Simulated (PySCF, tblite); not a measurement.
`C1/C(C[C@H](C1)Cl)=C\OCC`. Structure optimised with GFN2-xTB, isolated species.

```
atom  x, y, z in Å
C1     3.9530   -0.0894    0.5337
C2     2.8853    0.3561   -0.4523
O3     1.6191    0.0647    0.1040
C4     0.5459    0.2881   -0.7093
C5    -0.6983    0.0929   -0.2920
C6    -1.0851   -0.3659    1.0902
C7    -2.5708   -0.7104    0.9701
C8    -3.0613    0.2586   -0.1008
Cl9   -4.6145   -0.2492   -0.8128
C10   -1.9341    0.2835   -1.1310
H11    3.8197    0.4271    1.4802
H12    3.8734   -1.1587    0.7094
H13    4.9389    0.1365    0.1379
H14    3.0071   -0.1713   -1.4097
H15    2.9708    1.4366   -0.6423
H16    0.7633    0.6223   -1.7180
H17   -0.4785   -1.2103    1.4152
H18   -0.9309    0.4440    1.8076
H19   -2.6922   -1.7339    0.6127
H20   -3.1123   -0.6022    1.9081
H21   -3.2306    1.2528    0.3191
H22   -1.9176    1.2066   -1.7098
H23   -2.0550   -0.5515   -1.8270
```

(1) Which two atoms are farthest apart?

(2) Where is the centre of mass (commonest isotopes), and what is the radius of gyration?

(3) Work out the bond lengths C1–C2, C1–H12, C6–H17, C7–H20, C8–C10, C8–H21, C10–H22 in Å.

(4) How far are the heavy atoms from their best plane (unweighted least squares)?

(5) What is the repulsion energy of the bare nuclei, Σ ZA·ZB/RAB?

(6) How far apart are these pairs, which share no bond: C1···C6, C1···C8, C2···C6, C6···H15, C7···Cl9, H12···H15?

(7) Give the dihedral angles H11–C1–C2–O3, H20–C7–C8–Cl9, H21–C8–C10–H22.

(8) What are the angles O3–C2–H15, H14–C2–H15, C4–C5–C6, C5–C6–H18, H19–C7–H20?

(9) Write the matrix of distances between heavy atoms (Å, lower triangle).

Results:

(1) Cl9···H13, 9.61 Å; the next longest distance is 8.77 Å.

(2) Mass 160.065 u; centre at (-0.962, -0.039, -0.167) Å; Rg = √(Σ m r²/M) = 2.977 Å. As Ia + Ib + Ic = 2 Σ m r², the three principal moments sum to 2837.7 u·Å².

(3) For C1–C2 the difference vector is (-1.0677, 0.4455, -0.9860) Å, of length 1.5201 Å. C1–C2 1.520; C1–H12 1.087; C6–H17 1.089; C7–H20 1.088; C8–C10 1.527; C8–H21 1.092; C10–H22 1.090 Å.

(4) 0.163 Å rms; C1 0.11, C2 0.02, O3 0.01, C4 0.01, C5 0.03, C6 0.12, C7 0.17, C8 0.38, Cl9 0.26, C10 0.02 Å (magnitudes).

(5) 597.96 Eh over 253 pairs, with full nuclear charges and distances in bohr; the largest single term is 30.28 Eh (C8 with Cl9).

(6) C1···C6 5.076 Å (5 bonds apart); C1···C8 7.052 Å (6 bonds apart); C2···C6 4.320 Å (4 bonds apart); C6···H15 4.765 Å (5 bonds apart); C7···Cl9 2.751 Å (2 bonds apart); H12···H15 3.062 Å (3 bonds apart).

(7) H11–C1–C2–O3 -59° (synclinal); H20–C7–C8–Cl9 -76° (synclinal); H21–C8–C10–H22 -35° (synclinal). Dihedral signs follow IUPAC: positive where, seen along the central bond, the front bond turns clockwise onto the rear one.

(8) From the scalar product of the two bond vectors; for O3–C2–H15 it is -0.5288 Å² over 1.4134 × 1.1004 Å², cos θ = -0.3400. O3–C2–H15 109.9°; H14–C2–H15 108.2°; C4–C5–C6 125.0°; C5–C6–H18 109.9°; H19–C7–H20 108.7°.

(9) 
```
C1    0.000
C2    1.520  0.000
O3    2.378  1.413  0.000
C4    3.646  2.354  1.365  0.000
C5    4.728  3.597  2.351  1.327  0.000
C6    5.076  4.320  2.910  2.515  1.507  0.000
C7    6.568  5.738  4.348  3.678  2.397  1.530  0.000
C8    7.052  5.958  4.689  3.658  2.377  2.390  1.525  0.000
Cl9   8.674  7.533  6.308  5.189  3.965  4.011  2.751  1.782  0.000
C10   6.129  4.867  3.768  2.516  1.506  2.465  2.410  1.527  2.751  0.000
```

Its GFN2-xTB frequencies are all real (lowest 31 cm⁻¹). The numbers are those of one conformer.

All values are computed, not measured.
